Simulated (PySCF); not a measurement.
**Electric field gradients and quadrupole coupling constants**

Compound: C₄H₁₆OSi₃.
Geometry (GFN2-xTB, Å), atoms numbered from 1 in this order:
```
atom  x, y, z in Å
C1     2.334    1.019   -0.097
C2     1.383   -0.179   -0.079
C3     2.057   -1.397    0.553
O4     0.228    0.156    0.673
C5    -1.071    0.129    0.021
Si6   -1.170    1.444   -1.365
Si7   -1.522   -1.644   -0.537
Si8   -2.109    0.655    1.545
H9     3.231    0.781   -0.662
H10    2.613    1.276    0.922
H11    1.845    1.878   -0.550
H12    1.096   -0.423   -1.110
H13    1.374   -2.242    0.557
H14    2.951   -1.666   -0.006
H15    2.334   -1.168    1.579
H16   -2.548    1.491   -1.852
H17   -0.755    2.745   -0.837
H18   -0.290    1.113   -2.494
H19   -0.657   -2.109   -1.630
H20   -1.362   -2.569    0.587
H21   -2.904   -1.635   -1.014
H22   -1.901   -0.324    2.611
H23   -3.530    0.724    1.196
H24   -1.640    1.964    1.998
```

Field gradients from the PBE0/pcSseg-1 density (PySCF, non-relativistic), principal values in atomic units, ordered |Vxx| ≤ |Vyy| ≤ |Vzz|:

```tsv
atom	Vxx	Vyy	Vzz
O4	-0.0349	-2.0637	2.0986
```

Q: Find the asymmetry η = (Vxx − Vyy)/Vzz and the couplings χ = eQV/h (234.96 MHz × Q in barn × V in au), with Q(17O) = −0.0256 b.

A: 
```
atom   environment  nucleus     η  χzz (MHz)  χxx (MHz)  χyy (MHz)
  O4  ether oxygen      17O  0.97     -12.62       0.21      12.41
```

At O4 η is above 0.9: Vyy and Vzz are nearly equal in size and opposite in sign, so a small change could swap them and flip the sign of χzz. The tensor is traceless: Vxx + Vyy + Vzz = 0.

Q: What is Vzz at O4 in SI units (1 au = 9.71736 × 10²¹ V/m²)?

A: 2.0986 au = 20.393 × 10²¹ V/m².

Q: And the gradient at the other heavy atoms, for which no coupling is worked out here?

A: 
| atom | environment | Vzz (au) | η |
| --- | --- | --- | --- |
| C1 | methyl carbon | 0.053 | 0.29 |
| C2 | sp3 carbon bound to oxygen | 0.377 | 0.12 |
| C3 | methyl carbon | 0.053 | 0.29 |
| C5 | sp3 carbon bound to oxygen | 0.432 | 0.10 |
| Si6 | SiH3 silicon | 0.152 | 0.39 |
| Si7 | SiH3 silicon | 0.152 | 0.39 |
| Si8 | SiH3 silicon | 0.260 | 0.21 |

Were the hydrogens deuterons (Q(2H) = 0.00286 b), χzz would run from 107 kHz (H18 and H19) to 212 kHz (H14, H9, H11, H13 and 2 more).

Geometry: GFN2-xTB, one conformer, isolated molecule. GFN2-xTB bond lengths can be off by several hundredths of an ångström, more for odd bonds, and the gradients follow them. These gradients aren't converged with respect to the basis.
